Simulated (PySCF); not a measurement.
Mayer bond orders and bond lengths

C₉H₁₂FN.
Atom-mapped SMILES: `[N:1]#[C:2][C@H:3]1[C@@H:4]2[CH2:5][CH2:6][C@H:7]1[CH2:8][C@@H:9]([F:10])[CH2:11]2` (hydrogens: H12 on C3; H13 on C4; H14, H15 on C5; H16, H17 on C6; H18 on C7; H19, H20 on C8; H21 on C9; H22, H23 on C11)

Geometry (GFN2-xTB, Å), atoms numbered from 1 in this order:
```
atom  x, y, z in Å
N1     1.459   -0.215    3.079
C2     1.375    0.016    1.962
C3     1.275    0.306    0.559
C4     0.887   -0.901   -0.312
C5     0.598   -0.242   -1.668
C6     0.114    1.183   -1.338
C7     0.144    1.282    0.193
C8    -1.163    0.797    0.825
C9    -1.548   -0.615    0.387
F10   -2.204   -0.556   -0.835
C11   -0.358   -1.568    0.278
H12    2.240    0.711    0.229
H13    1.689   -1.640   -0.376
H14    1.507   -0.209   -2.270
H15   -0.150   -0.804   -2.223
H16    0.781    1.927   -1.775
H17   -0.888    1.368   -1.721
H18    0.349    2.299    0.536
H19   -1.061    0.803    1.912
H20   -1.978    1.473    0.557
H21   -2.295   -1.029    1.077
H22   -0.653   -2.416   -0.342
H23   -0.126   -1.943    1.277
```

Bond orders from the PBE0/pcSseg-1 density (PySCF). Geometry: GFN2-xTB; no solvent, vibrations or thermal averaging.

**Question.** Where do the orders between heavy atoms depart from those drawn in the SMILES?

**Answer.** The largest departure is 0.153, at C9–F10 (drawn single, 0.847). Drawn single, order below 0.88: C9–F10 (0.847).

**Question.** Give the Mayer order of every bond between heavy atoms, beside its length.

**Answer.** 
```json
{"bond": "N1–C2", "drawn as": "triple", "length (Å)": "1.144", "Mayer order": "3.041"}
{"bond": "C2–C3", "drawn as": "single", "length (Å)": "1.436", "Mayer order": "1.000"}
{"bond": "C3–C4", "drawn as": "single", "length (Å)": "1.538", "Mayer order": "0.951"}
{"bond": "C4–C5", "drawn as": "single", "length (Å)": "1.534", "Mayer order": "1.013"}
{"bond": "C5–C6", "drawn as": "single", "length (Å)": "1.541", "Mayer order": "1.024"}
{"bond": "C6–C7", "drawn as": "single", "length (Å)": "1.534", "Mayer order": "1.013"}
{"bond": "C7–C8", "drawn as": "single", "length (Å)": "1.530", "Mayer order": "1.020"}
{"bond": "C8–C9", "drawn as": "single", "length (Å)": "1.528", "Mayer order": "1.010"}
{"bond": "C9–F10", "drawn as": "single", "length (Å)": "1.388", "Mayer order": "0.847"}
{"bond": "C9–C11", "drawn as": "single", "length (Å)": "1.528", "Mayer order": "1.010"}
{"bond": "C7–C3", "drawn as": "single", "length (Å)": "1.538", "Mayer order": "0.951"}
{"bond": "C11–C4", "drawn as": "single", "length (Å)": "1.531", "Mayer order": "1.020"}
```

Bonds between the same two heavy elements. C–C: lowest C3–C4 and C7–C3 (0.951, 1.538 Å), highest C5–C6 (1.024, 1.541 Å); in 3 of the 45 pairs the longer bond (by over 0.003 Å) has the higher order (by 0.02 or more). Bonds named together lie within 0.004.

**Question.** And the bonds to hydrogen?

**Answer.** C–H: 0.92 to 0.96 (12 bonds).

**Question.** Sum the orders of all bonds at each heavy atom with more than one neighbour and set the sums beside the valence in the SMILES.

**Answer.** C2 4.041 (drawn 4), C3 3.820 (drawn 4), C4 3.940 (drawn 4), C5 3.931 (drawn 4), C6 3.931 (drawn 4), C7 3.940 (drawn 4), C8 3.900 (drawn 4), C9 3.821 (drawn 4), C11 3.900 (drawn 4). Orders between atoms that aren't bonded are not in these sums.

Mayer orders depend on the basis set.
